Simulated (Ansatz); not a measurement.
Ansatz (a program for electronic structure) job for diethyl sulfide cation (C4H10S), SMILES CCSCC (connectivity only; charge and spin as stated), charge +1, multiplicity 2, r2SCAN-D4/def2-SVP. 

Ansatz 0.2 input:
```yaml
crystal:
  periodic: [false, false, false]
  atoms:
    - {symbol: C, position_ang: [2.58617605, -0.15360717, -0.25868116]}
    - {symbol: C, position_ang: [1.21748356, 0.47283884, -0.39212804]}
    - {symbol: S, position_ang: [0.00631978, -0.25314390, 0.72558638]}
    - {symbol: C, position_ang: [-1.52825193, 0.53612139, 0.19160930]}
    - {symbol: C, position_ang: [-2.29184361, -0.39909916, -0.74404739]}
    - {symbol: H, position_ang: [2.98442359, -0.03456128, 0.74686726]}
    - {symbol: H, position_ang: [3.27278557, 0.32817261, -0.95091829]}
    - {symbol: H, position_ang: [2.56182898, -1.21680433, -0.48813092]}
    - {symbol: H, position_ang: [1.25485289, 1.54585328, -0.17300589]}
    - {symbol: H, position_ang: [0.82597004, 0.36415253, -1.40920139]}
    - {symbol: H, position_ang: [-1.30614840, 1.48887300, -0.28585317]}
    - {symbol: H, position_ang: [-2.11406179, 0.70120296, 1.09748332]}
    - {symbol: H, position_ang: [-2.49002477, -1.35912802, -0.27380494]}
    - {symbol: H, position_ang: [-1.74391225, -0.56557792, -1.66840845]}
    - {symbol: H, position_ang: [-3.24821474, 0.06059610, -0.98492568]}
basis:
  gaussian:
    orbitals: def2-SVP
hamiltonian:
  xc: r2scan
  dispersion: d4
total_charge: 1
magnetization: {spin_polarized: true, initial_magnetization: 1}
relax: {f_tol: 0.002, max_steps: 200}
```

Program output:

```
WARN ansatz: RAYON_NUM_THREADS=2 ignored (pool sized by the plan → 2); use --threads N
Functional definition: r2SCAN
integrals: 0.07 GiB planned
1417 factors; their error is unknown
mean field: 0.54 GiB planned
mean field evaluation 1: about -15109.0483 eV, gradient 6.2e1 eV
mean field evaluation 2: about -15077.4595 eV, gradient 9.2e1 eV
mean field evaluation 4: about -15128.3234 eV, gradient 5.6e0 eV
mean field evaluation 8: about -15128.5061 eV, gradient 1.8e-1 eV
mean field evaluation 16: about -15128.4372 eV, gradient 7.9e-4 eV
mean field -15128.43718343 eV, -555.9598120680 hartree, gradient 8.0e-5 eV, S^2 0.755073; 0 other end points of the search recorded, 0 dependent functions left out
the calculation of the forces begins
reference -15128.43719500 eV, -555.9598124932 hartree; 25, 24 occupied and 99, 100 virtual orbitals, 1417 factors
relax step   1: F+E_penalty+E_count = -15128.50349898 eV  Δ(F+E_penalty+E_count) = +0.000e0 eV  max|allowed force component| = 4.725e-1 eV/Å  Δτ_max = 0.0000 Å  (34 SCF iters, accepted)
these checks for a lower state are left out or cut short: starts, cluster_reference, orbital_swaps, neighbouring_geometries, increment
integrals: 0.07 GiB planned
1417 factors; their error is unknown
mean field: 0.54 GiB planned
mean field -15128.48703078 eV, -555.9616439244 hartree, gradient 2.1e-5 eV, S^2 0.755079; 0 other end points of the search recorded, 0 dependent functions left out
the calculation of the forces begins
reference -15128.48704241 eV, -555.9616443517 hartree; 25, 24 occupied and 99, 100 virtual orbitals, 1417 factors
relax step   2: F+E_penalty+E_count = -15128.55313323 eV  Δ(F+E_penalty+E_count) = -4.963e-2 eV  max|allowed force component| = 1.355e-1 eV/Å  Δτ_max = 0.0354 Å  (37 SCF iters, accepted)
these checks for a lower state are left out or cut short: starts, cluster_reference, orbital_swaps, neighbouring_geometries, increment
integrals: 0.07 GiB planned
1417 factors; their error is unknown
mean field: 0.54 GiB planned
mean field evaluation 32: about -15128.4900 eV, gradient 2.1e-5 eV
mean field -15128.48998618 eV, -555.9617525331 hartree, gradient 2.0e-5 eV, S^2 0.755080; 0 other end points of the search recorded, 0 dependent functions left out
the calculation of the forces begins
reference -15128.48999780 eV, -555.9617529605 hartree; 25, 24 occupied and 99, 100 virtual orbitals, 1417 factors
relax step   3: F+E_penalty+E_count = -15128.55618866 eV  Δ(F+E_penalty+E_count) = -3.055e-3 eV  max|allowed force component| = 4.952e-2 eV/Å  Δτ_max = 0.0179 Å  (36 SCF iters, accepted)
these checks for a lower state are left out or cut short: starts, cluster_reference, orbital_swaps, neighbouring_geometries, increment
integrals: 0.07 GiB planned
1417 factors; their error is unknown
mean field: 0.54 GiB planned
mean field -15128.48982130 eV, -555.9617464740 hartree, gradient 2.3e-5 eV, S^2 0.755078; 0 other end points of the search recorded, 0 dependent functions left out
the calculation of the forces begins
reference -15128.48983291 eV, -555.9617469009 hartree; 25, 24 occupied and 99, 100 virtual orbitals, 1417 factors
relax step   4: F+E_penalty+E_count = -15128.55603447 eV  Δ(F+E_penalty+E_count) = +1.542e-4 eV  max|allowed force component| = 1.228e-1 eV/Å  Δτ_max = 0.0342 Å  (35 SCF iters, rejected (line search))
these checks for a lower state are left out or cut short: starts, cluster_reference, orbital_swaps, neighbouring_geometries, increment
integrals: 0.07 GiB planned
1417 factors; their error is unknown
mean field: 0.54 GiB planned
mean field -15128.49056117 eV, -555.9617736637 hartree, gradient 1.9e-5 eV, S^2 0.755083; 0 other end points of the search recorded, 0 dependent functions left out
the calculation of the forces begins
reference -15128.49057279 eV, -555.9617740909 hartree; 25, 24 occupied and 99, 100 virtual orbitals, 1417 factors
relax step   5: F+E_penalty+E_count = -15128.55676417 eV  Δ(F+E_penalty+E_count) = -5.755e-4 eV  max|allowed force component| = 1.538e-2 eV/Å  Δτ_max = 0.0166 Å  (36 SCF iters, accepted)
these checks for a lower state are left out or cut short: starts, cluster_reference, orbital_swaps, neighbouring_geometries, increment
integrals: 0.07 GiB planned
1417 factors; their error is unknown
mean field: 0.54 GiB planned
mean field -15128.49079682 eV, -555.9617823239 hartree, gradient 2.0e-5 eV, S^2 0.755086; 0 other end points of the search recorded, 0 dependent functions left out
the calculation of the forces begins
reference -15128.49080844 eV, -555.9617827506 hartree; 25, 24 occupied and 99, 100 virtual orbitals, 1417 factors
relax step   6: F+E_penalty+E_count = -15128.55705959 eV  Δ(F+E_penalty+E_count) = -2.954e-4 eV  max|allowed force component| = 4.184e-2 eV/Å  Δτ_max = 0.0221 Å  (37 SCF iters, accepted)
these checks for a lower state are left out or cut short: starts, cluster_reference, orbital_swaps, neighbouring_geometries, increment
integrals: 0.07 GiB planned
1417 factors; their error is unknown
mean field: 0.55 GiB planned
mean field -15128.49099661 eV, -555.9617896658 hartree, gradient 6.2e-6 eV, S^2 0.755093; 0 other end points of the search recorded, 0 dependent functions left out
the calculation of the forces begins
reference -15128.49100819 eV, -555.9617900916 hartree; 25, 24 occupied and 99, 100 virtual orbitals, 1417 factors
relax step   7: F+E_penalty+E_count = -15128.55741744 eV  Δ(F+E_penalty+E_count) = -3.579e-4 eV  max|allowed force component| = 5.783e-2 eV/Å  Δτ_max = 0.0505 Å  (37 SCF iters, accepted)
these checks for a lower state are left out or cut short: starts, cluster_reference, orbital_swaps, neighbouring_geometries, increment
integrals: 0.07 GiB planned
1417 factors; their error is unknown
mean field: 0.55 GiB planned
mean field evaluation 64: about -15128.4911 eV, gradient 4.6e-4 eV
mean field -15128.49107748 eV, -555.9617926380 hartree, gradient 2.5e-5 eV, S^2 0.755094; 0 other end points of the search recorded, 0 dependent functions left out
the calculation of the forces begins
reference -15128.49108907 eV, -555.9617930637 hartree; 25, 24 occupied and 99, 100 virtual orbitals, 1417 factors
relax step   8: F+E_penalty+E_count = -15128.55752558 eV  Δ(F+E_penalty+E_count) = -1.081e-4 eV  max|allowed force component| = 3.580e-2 eV/Å  Δτ_max = 0.0080 Å  (30 SCF iters, accepted)
these checks for a lower state are left out or cut short: starts, cluster_reference, orbital_swaps, neighbouring_geometries, increment
integrals: 0.07 GiB planned
1417 factors; their error is unknown
mean field: 0.55 GiB planned
mean field -15128.49111059 eV, -555.9617938546 hartree, gradient 1.5e-5 eV, S^2 0.755094; 0 other end points of the search recorded, 0 dependent functions left out
the calculation of the forces begins
reference -15128.49112217 eV, -555.9617942801 hartree; 25, 24 occupied and 99, 100 virtual orbitals, 1417 factors
relax step   9: F+E_penalty+E_count = -15128.55759217 eV  Δ(F+E_penalty+E_count) = -6.658e-5 eV  max|allowed force component| = 7.328e-3 eV/Å  Δτ_max = 0.0113 Å  (32 SCF iters, accepted)
these checks for a lower state are left out or cut short: starts, cluster_reference, orbital_swaps, neighbouring_geometries, increment
integrals: 0.07 GiB planned
1417 factors; their error is unknown
mean field: 0.55 GiB planned
mean field -15128.49110739 eV, -555.9617937368 hartree, gradient 1.3e-5 eV, S^2 0.755093; 0 other end points of the search recorded, 0 dependent functions left out
the calculation of the forces begins
reference -15128.49111896 eV, -555.9617941624 hartree; 25, 24 occupied and 99, 100 virtual orbitals, 1417 factors
relax step  10: F+E_penalty+E_count = -15128.55759563 eV  Δ(F+E_penalty+E_count) = -3.462e-6 eV  max|allowed force component| = 3.594e-3 eV/Å  Δτ_max = 0.0027 Å  (30 SCF iters, accepted)
these checks for a lower state are left out or cut short: starts, cluster_reference, orbital_swaps, neighbouring_geometries, increment
integrals: 0.07 GiB planned
1417 factors; their error is unknown
mean field: 0.55 GiB planned
mean field -15128.49110761 eV, -555.9617937449 hartree, gradient 2.3e-5 eV, S^2 0.755092; 0 other end points of the search recorded, 0 dependent functions left out
the calculation of the forces begins
reference -15128.49111918 eV, -555.9617941705 hartree; 25, 24 occupied and 99, 100 virtual orbitals, 1417 factors
relax step  11: F+E_penalty+E_count = -15128.55759627 eV  Δ(F+E_penalty+E_count) = -6.442e-7 eV  max|allowed force component| = 2.653e-4 eV/Å  Δτ_max = 0.0009 Å  (27 SCF iters, accepted)
integrals: 0.07 GiB planned
1417 factors; their error is unknown
mean field: 0.55 GiB planned
mean field evaluation 96: about -15128.5610 eV, gradient 8.4e-2 eV
mean field -15128.49110761 eV, -555.9617937449 hartree, gradient 2.2e-5 eV, S^2 0.755092; 1 other end points of the search recorded, 0 dependent functions left out
the calculation of the forces begins
reference -15128.49111918 eV, -555.9617941705 hartree; 25, 24 occupied and 99, 100 virtual orbitals, 1417 factors
Total energy: -15128.55760785 eV, -555.9642375840 hartree
Atom 0 at     2.568745    -0.185095    -0.265028 Å, force     0.000265     0.000049    -0.000182 eV/Å
Atom 1 at     1.211230     0.478177    -0.396343 Å, force     0.000158    -0.000052    -0.000123 eV/Å
Atom 2 at     0.014993    -0.138056     0.803209 Å, force    -0.000255     0.000198    -0.000250 eV/Å
Atom 3 at    -1.553708     0.546563     0.227295 Å, force    -0.000221     0.000097     0.000247 eV/Å
Atom 4 at    -2.233295    -0.408011    -0.766290 Å, force     0.000050    -0.000079    -0.000025 eV/Å
Atom 5 at     3.009316    -0.028437     0.730188 Å, force     0.000062    -0.000075    -0.000010 eV/Å
Atom 6 at     3.244737     0.268487    -1.005001 Å, force     0.000091    -0.000056     0.000106 eV/Å
Atom 7 at     2.518623    -1.263933    -0.469986 Å, force     0.000033     0.000035    -0.000038 eV/Å
Atom 8 at     1.248082     1.574059    -0.217908 Å, force    -0.000036    -0.000014     0.000132 eV/Å
Atom 9 at     0.745099     0.347305    -1.392905 Å, force    -0.000094    -0.000042     0.000080 eV/Å
Atom 10 at    -1.349807     1.536751    -0.212340 Å, force     0.000041    -0.000107     0.000004 eV/Å
Atom 11 at    -2.158074     0.668120     1.141437 Å, force    -0.000169     0.000010    -0.000081 eV/Å
Atom 12 at    -2.432039    -1.393564    -0.322221 Å, force     0.000022     0.000027     0.000035 eV/Å
Atom 13 at    -1.646257    -0.532757    -1.687442 Å, force     0.000062    -0.000037     0.000067 eV/Å
Atom 14 at    -3.200263     0.046279    -1.034226 Å, force    -0.000010     0.000045     0.000038 eV/Å
Dipole moment:    -0.116462     0.231237    -0.089091 e Å
```

Self-consistency was reached.
